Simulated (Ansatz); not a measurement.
```yaml
crystal:
  periodic: [false, false, false]
  atoms:
    - {symbol: Ge, position_ang: [3.608756, -4.443529, -1.380081]}
    - {symbol: Ge, position_ang: [-0.227270, 0.069860, 0.506790]}
    - {symbol: Ge, position_ang: [-3.754048, 1.377132, 0.826338]}
    - {symbol: Ge, position_ang: [6.191983, -3.270528, -0.472132]}
    - {symbol: Ge, position_ang: [-3.789359, 5.066410, 0.461567]}
    - {symbol: Ge, position_ang: [3.205881, -1.054699, 0.053869]}
    - {symbol: Ge, position_ang: [-6.193613, 1.594983, 0.590588]}
    - {symbol: Te, position_ang: [-6.223990, 4.184465, 0.630979]}
    - {symbol: Te, position_ang: [-3.283394, 7.414014, 0.390180]}
    - {symbol: Te, position_ang: [3.961689, -3.446312, 1.215741]}
    - {symbol: Te, position_ang: [5.966469, -5.671194, -1.610213]}
    - {symbol: Te, position_ang: [4.487538, -1.953882, -2.249250]}
    - {symbol: Te, position_ang: [-2.677183, -0.923856, 0.842344]}
    - {symbol: Te, position_ang: [0.702152, -2.160392, -0.333756]}
    - {symbol: Te, position_ang: [-1.975614, 3.217529, 0.527035]}
basis:
  gaussian: {orbitals: def2-SVP, fitting: {mean_field: def2-universal-jkfit}}
total_charge: 1
magnetization: {spin_polarized: true, initial_magnetization: 1}
hamiltonian: {xc: {name: rPW86-PBE}}
scf: {omitted_lower_state_checks: [starts]}
output: {forces: true}
```

```sh
$ ansatz run in.yaml --threads 2 --pin off --events-out ev --progress --plain --max-ram 32768MiB --backend cuda --devices 0, --max-vram 18GiB
```

Output, abridged:

```
Functional definition: rPW86-PBE
3606 factors; integrals over basis functions are off by at most 6.0e-3 eV
mean field evaluation 1: about -454132.0262 eV, gradient 3.6e1 eV
mean field evaluation 2: about -454031.9382 eV, gradient 1.0e2 eV
mean field evaluation 4: about -454126.7061 eV, gradient 3.1e1 eV
mean field evaluation 8: about -454136.3314 eV, gradient 3.4e-1 eV
mean field evaluation 16: about -454136.3436 eV, gradient 2.7e-5 eV
mean field -454136.34364566 eV, -16689.2028043083 hartree, gradient 2.3e-6 eV, S^2 0.753131; 0 other end points of the search recorded, 0 dependent functions left out
reference -454136.34383638 eV, -16689.2028113171 hartree; 208, 207 occupied and 224, 225 virtual orbitals, 3606 factors
Total energy: -454136.34383638 eV, -16689.2028113171 hartree
Atom 0 at     3.608756    -4.443529    -1.380081 Å, force    -0.008907    -0.128914    -0.045992 eV/Å
Atom 1 at    -0.227270     0.069860     0.506790 Å, force     0.201069     0.272441     0.098059 eV/Å
Atom 2 at    -3.754048     1.377132     0.826338 Å, force     0.511330    -0.038302    -0.041916 eV/Å
Atom 3 at     6.191983    -3.270528    -0.472132 Å, force     0.107677     0.052817     0.025215 eV/Å
Atom 4 at    -3.789359     5.066410     0.461567 Å, force     0.109630     0.188546     0.063479 eV/Å
Atom 5 at     3.205881    -1.054699     0.053869 Å, force     0.014425     0.360546     0.137189 eV/Å
Atom 6 at    -6.193613     1.594983     0.590588 Å, force    -0.695827    -0.025343    -0.001669 eV/Å
Atom 7 at    -6.223990     4.184465     0.630979 Å, force    -0.426338    -0.024200    -0.014743 eV/Å
Atom 8 at    -3.283394     7.414014     0.390180 Å, force     0.034463     0.247240    -0.036219 eV/Å
Atom 9 at     3.961689    -3.446312     1.215741 Å, force     0.026271    -0.205799     0.307262 eV/Å
Atom 10 at     5.966469    -5.671194    -1.610213 Å, force     0.159287    -0.267900    -0.075576 eV/Å
Atom 11 at     4.487538    -1.953882    -2.249250 Å, force     0.035818     0.126397    -0.349005 eV/Å
Atom 12 at    -2.677183    -0.923856     0.842344 Å, force    -0.329971    -0.294114     0.074012 eV/Å
Atom 13 at     0.702152    -2.160392    -0.333756 Å, force    -0.054806    -0.246070    -0.131403 eV/Å
Atom 14 at    -1.975614     3.217529     0.527035 Å, force     0.315879    -0.017344    -0.008693 eV/Å
Dipole moment:    -0.519194     0.104638     0.116607 e Å
Checks for a lower state left out: starts
```

Hardware: 2 threads of AMD EPYC 7R13 on a shared host and a share (18 GiB) of an NVIDIA H100 80GB HBM3. Wall time 24 s, peak host memory 1.4 GiB.

In the def2 sets Te takes a core potential; there is no spin–orbit coupling.

The dipole of an ion depends on the origin.
